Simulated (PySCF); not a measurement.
**Ionisation energy of Tm³⁺ by level of theory**

Tm³⁺ [Xe] 4f12 [4f5/2^6 4f7/2^6, M_J = 6] → Tm⁴⁺ [Xe] 4f11 [4f5/2^6 4f7/2^5, M_J = 15/2], as a difference of total energies. Calculation: PySCF 2.14, in x2c-SVPall-2c; the two-component X2C-1e Hamiltonian. Correlated levels: [Ar] 3d10 frozen; the 16 highest virtual spinors dropped. "Screened" scales the spin-orbit matrix elements by Boettger's factors to mimic the two-electron term; Breit and QED terms are absent.

| method | ionisation energy (eV) | difference from reference (eV) |
| --- | --- | --- |
| GHF (spin-free) | 38.940 | -3.470 |
| GMP2 (spin-free) | 42.755 | +0.345 |
| GHF (screened spin-orbit) | 38.543 | -3.867 |
| GMP2 (screened spin-orbit) | 42.364 | -0.046 |

Reference: 42.41 ± 0.04 eV (semi-empirical (NIST evaluation); NIST Atomic Spectra Database, ionization energies).

The spin-free rows relax to the high-spin LS determinant and lack the spin-orbit shift.

Errors of the correlated levels include the incompleteness of this basis and the frozen core.

The labels give the starting determinants; with spin-orbit coupling the two ends relaxed to ⟨J²⟩ = 42.01, ⟨L²⟩ = 30.19, ⟨S²⟩ = 2.08 and ⟨J²⟩ = 63.75, ⟨L²⟩ = 42.48, ⟨S²⟩ = 3.76.
